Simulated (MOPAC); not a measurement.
MOPAC input (PM6):

```
PM6 PRECISE GNORM=0.05 LET XYZ GEO-OK AUX(PRECISION=9) THREADS=1
O2Ti

Ti   -0.06250600 1   -0.34995900 1   -0.15182700 1
O     1.12299600 1    0.66889600 1   -0.65083000 1
O    -0.95110600 1    0.29349200 1    1.06835500 1
```

Output:

```
 *******************************************************************************
 **                                                                           **
 **                              MOPAC v23.2.5                                **
 **                                                                           **
 *******************************************************************************
 ** MOPAC's Digital Object Identifier: https://doi.org/10.5281/zenodo.6511958 **
 **                                                                           **
 ** Please cite the open-source release paper for use of this MOPAC version:  **
 ** J. E. Moussa and J. J. P. Stewart (2026)                                  **
 ** MOPAC: An open-source semiempirical molecular orbital program             **
 ** J. Open Source Softw., 11(119), 8025, https://doi.org/10.21105/joss.08025 **
 *******************************************************************************

                              PM6 CALCULATION RESULTS

 *******************************************************************************
 *  PM6        - The PM6 Hamiltonian to be used
 *  GEO-OK     - OVERRIDE INTERATOMIC DISTANCE AND OTHER SAFETY CHECKS
 *  LET        - OVERRIDE SOME SAFETY CHECKS
 *  PRECISE    - TIGHTER CRITERIA TO BE USED
 *  XYZ        - CARTESIAN COORDINATE SYSTEM TO BE USED
 *  GNORM      - EXIT WHEN GRADIENT NORM DROPS BELOW 0.050
 *  AUX        - OUTPUT AUXILIARY INFORMATION
 *******************************************************************************
PM6 PRECISE GNORM=0.05 LET XYZ GEO-OK AUX(PRECISION=9) THREADS=1
 O2Ti

   ATOM   CHEMICAL          X               Y               Z
  NUMBER   SYMBOL      (ANGSTROMS)     (ANGSTROMS)     (ANGSTROMS)

     1      Ti         -0.06250600  *  -0.34995900  *  -0.15182700  *
     2       O          1.12299600  *   0.66889600  *  -0.65083000  *
     3       O         -0.95110600  *   0.29349200  *   1.06835500  *

          CARTESIAN COORDINATES

    NO.       ATOM           X           Y           Z

     1        Ti         -0.0625     -0.3500     -0.1518
     2         O          1.1230      0.6689     -0.6508
     3         O         -0.9511      0.2935      1.0684

 General Reference for PM6:
 "Optimization of Parameters for Semiempirical Methods V: Modification of NDDO Approximations
 and Application to 70 Elements", J. J. P. Stewart, J. Mol. Mod., 13, 1173-1213 (2007)
 URL: https://link.springer.com/article/10.1007/s00894-007-0233-4

           Empirical Formula: O2 Ti  =     3 atoms

      MOLECULAR POINT GROUP   :   C2v

      RHF CALCULATION, NO. OF DOUBLY OCCUPIED LEVELS = 8

          Geometry optimization using EF

          DIAGONAL MATRIX USED AS START HESSIAN

 CYCLE:     1  GRAD.:    22.552 HEAT: -78.54634
 CYCLE:     2  GRAD.:    42.867 HEAT: -78.93797
 CYCLE:     3  GRAD.:    36.913 HEAT: -78.32185
 CYCLE:     4  GRAD.:     1.975 HEAT: -79.79888
 CYCLE:     5  GRAD.:     0.074 HEAT: -79.80118
 CYCLE:     6  GRAD.:     0.313 HEAT: -79.80115
 CYCLE:     7  GRAD.:     0.024 HEAT: -79.80118

     GRADIENT =  0.02415 IS LESS THAN CUTOFF =  0.05000

 -------------------------------------------------------------------------------
 PM6 PRECISE GNORM=0.05 LET XYZ GEO-OK AUX(PRECISION=9) THREADS=1
 O2Ti

     GEOMETRY OPTIMISED USING EIGENVECTOR FOLLOWING (EF).
     SCF FIELD WAS ACHIEVED

                              PM6 CALCULATION
                                                       MOPAC v23.2.5 Linux

          FINAL HEAT OF FORMATION =        -79.80118 KCAL/MOL =    -333.88813 KJ/MOL

          COSMO AREA              =         94.79 SQUARE ANGSTROMS
          COSMO VOLUME            =         84.57 CUBIC ANGSTROMS

          GRADIENT NORM           =          0.02415          =       0.01394 PER ATOM
          IONIZATION POTENTIAL    =         11.426845 EV
          HOMO LUMO ENERGIES (EV) =        -11.427 -3.512
          NO. OF FILLED LEVELS    =          8
          MOLECULAR WEIGHT        =         79.8988         POINT GROUP:  C2v

          MOLECULAR DIMENSIONS (Angstroms)

            Atom       Atom       Distance
            O     3    O     2     2.84502
           Ti     1    O     3     0.81141
            O     2   Ti     1     0.00000

          SCF CALCULATIONS        =          8

   ATOM   CHEMICAL          X               Y               Z
  NUMBER   SYMBOL      (ANGSTROMS)     (ANGSTROMS)     (ANGSTROMS)

     1      Ti         -0.05325902  *  -0.29817910  *  -0.12936142  *
     2       O          1.16266003  *   0.63272705  *  -0.70977311  *
     3       O         -1.00676989  *   0.24006733  *   1.08842640  *

                             CARTESIAN COORDINATES

   1   Ti       -0.053259017    -0.298179104    -0.129361417
   2    O        1.162660034     0.632727049    -0.709773106
   3    O       -1.006769885     0.240067331     1.088426399

           Empirical Formula: O2 Ti  =     3 atoms

      MOLECULAR POINT GROUP   :   C2v

                  EIGENVALUES
 -28.49157 -26.81069 -14.57466 -14.38025 -13.34880 -12.88761 -12.12065 -11.42685
  -3.51222  -3.36800  -2.13748  -0.35910  -0.25266   1.31186   4.36239   4.92308
   6.69946

              NET ATOMIC CHARGES AND DIPOLE CONTRIBUTIONS

  ATOM NO.   TYPE          CHARGE      No. of ELECS.   s-Pop       p-Pop       d-Pop
    1         Ti           0.843709        3.1563     0.08729     0.50728     2.56172
    2          O          -0.421856        6.4219     1.72957     4.69228
    3          O          -0.421853        6.4219     1.72957     4.69228
 DIPOLE           X         Y         Z       TOTAL
 POINT-CHG.    -0.532    -2.977    -1.291     3.288
 HYBRID        -0.384    -2.149    -0.932     2.374
 SUM           -0.916    -5.126    -2.224     5.662

          ATOMIC ORBITAL ELECTRON POPULATIONS

     Atom    s        px        py        pz      x^2-y^2     xz        z^2       yz        xy
    1 Ti   0.08729   0.19874   0.13414   0.17440   0.55824   0.43673   0.60274   0.47635   0.48766
    2  O   1.72957   1.59791   1.64072   1.45366
    3  O   1.72957   1.51360   1.55529   1.62340

 **********************
 *                    *
 * JOB ENDED NORMALLY *
 *                    *
 **********************

 == MOPAC DONE ==
```

The geometry given is a B3LYP-D3(BJ)/def2-TZVP minimum.
